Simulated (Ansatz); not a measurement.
Reaction (ligand exchange at the Si–O bond): `O[SiH2][O][GeH3]` + `O[Si](F)(Cl)Cl` → `O[SiH2]O[Si](F)(Cl)Cl` + `[OH][GeH3]`

Computed with Ansatz on PBE0-D4/def2-TZVP structures; ΔE is electronic, products minus reactants. CCSD(T)/CBS is the MP2 limit (def2-TZVPP, def2-QZVPP) plus CCSD(T) − MP2 in def2-TZVPP, frozen cores. Functionals use def2-TZVPP. B3LYP here is the variant with VWN-RPA as its local correlation; programs differ in this. For Ge outer-core shells are correlated without core-valence functions, which leaves a few kJ/mol of doubt a bond. Scalar relativity is left out up to krypton. One conformer a species, not always the lowest.

| level | ΔE (kJ/mol) |
| --- | --- |
| PBE-D4 | -2.1 |
| ωB97X-V | -1.8 |
| B2PLYP | -1.4 |
| r2SCAN | -0.7 |
| B3LYP | -1.8 |
| SCS-MP2/def2-TZVPP | -1.6 |
| MP2/def2-QZVPP | -1.8 |
| SCS-MP2/def2-QZVPP | -2.3 |

Q: What does CCSD(T)/CBS give? (An estimate is asked.)

A: Computed: -2.1 kJ/mol. The listed levels differ from it by 0.0, 0.3, 0.7, 1.4, 0.3, 0.5, 0.3, -0.2 kJ/mol.

Largest T1 diagnostic among the species: 0.012.

The D4 term adds −3.2 kJ/mol with B3LYP and −2.2 kJ/mol with PBE0; it sums over pairs of atoms, weighted by their polarisabilities, and B3LYP, whose exchange is more repulsive, gets the larger term.
